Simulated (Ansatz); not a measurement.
Species: pentane-3-selenol, C₅H₁₂Se, net charge 0, singlet state. 
Coordinates optimised at B3LYP-D3(BJ)/def2-TZVP (Ansatz, a first-principles code):
SMILES: C(C(CC)[SeH])C
```xyz
18

C     -2.6213    -0.8198    -0.0032
C     -1.2700    -1.2889    -0.5290
C     -0.0563    -0.7119     0.1974
Se     0.0557     1.2723     0.0016
C      1.2458    -1.3994    -0.2093
C      2.4583    -1.0428     0.6422
H     -2.7305    -1.0588     1.0576
H     -3.4359    -1.3087    -0.5400
H     -2.7363     0.2581    -0.1158
H     -1.1850    -1.0680    -1.5973
H     -1.2105    -2.3797    -0.4393
H     -0.1982    -0.8194     1.2769
H      0.2392     1.2240    -1.4595
H      1.4495    -1.1837    -1.2626
H      1.0719    -2.4800    -0.1493
H      2.2782    -1.2788     1.6941
H      3.3358    -1.6061     0.3205
H      2.6903     0.0198     0.5738
```

Quantity: vertical triplet-singlet gap (E(triplet) - E(singlet); each state is the SCF solution reached for its spin), in kJ/mol. Valence correlation only, unless marked. Open shells are spin-unrestricted. Spin-orbit coupling is left out. The frozen core is the preceding noble-gas configuration, with the filled d and f shells of earlier blocks. No relativistic terms. 

| level | program | vertical triplet-singlet gap (kJ/mol) |
|---|---|---|
| HF/aug-cc-pVDZ | Ansatz | 413.1 |
| HF/aug-cc-pVTZ | Ansatz | 407.5 |
| SVWN5/def2-TZVPD | Ansatz | 432.0 |
| PBE/def2-TZVPD | Ansatz | 415.9 |
| r2SCAN/def2-TZVPD | Ansatz | 420.0 |
| B3LYP/def2-TZVPD | Ansatz | 428.1 |
| PBE0/def2-TZVPD | Ansatz | 424.9 |
| BHLYP/def2-TZVPD | Ansatz | 435.0 |
| CAM-B3LYP/def2-TZVPD | Ansatz | 436.7 |
| wB97M-V/def2-TZVPD | Ansatz | 443.4 |
| wB97X-V/def2-TZVPD | Ansatz | 450.5 |
| B2PLYP/def2-TZVPD | Ansatz | 436.0 |
| MP2/aug-cc-pVDZ | Ansatz | 447.4 |
| RI-MP2/aug-cc-pVTZ | Ansatz | 447.5 |
| SCS-MP2/aug-cc-pVDZ | Ansatz | 452.8 |
| CCSD/aug-cc-pVDZ | Ansatz | 438.9 |
| CCSD(T)/aug-cc-pVDZ | Ansatz | 438.8 |
